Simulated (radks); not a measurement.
Q: Species: Eu54+. Configuration: [He] 2s2 2p5. All-electron calculation, Dirac Kohn-Sham, PBEsol, spin-unpolarised, spherical densities, point nucleus; open shells are shared between the two j in proportion to 2j + 1. Program: a radial shooting solver on a logarithmic mesh with Libxc functionals. Some entries of the table are withheld. Estimate them.

| orbital | occ. | eigenvalue (Ry) | <r^2> (bohr^2) |
|---|---|---|---|
| 1s1/2 | 2 | (1) | (2) |
| 2s1/2 | 2 | (3) | 0.01010 |
| 2p1/2 | 1.66667 | (4) | (5) |
| 2p3/2 | 3.33333 | (6) | (7) |

A: 
(1) 1s1/2 eigenvalue (Ry): -3881.317
(2) 1s1/2 <r^2> (bohr^2): 0.0006773
(3) 2s1/2 eigenvalue (Ry): -884.9480
(4) 2p1/2 eigenvalue (Ry): -861.8214
(5) 2p1/2 <r^2> (bohr^2): 0.007276
(6) 2p3/2 eigenvalue (Ry): -811.4266
(7) 2p3/2 <r^2> (bohr^2): 0.008390
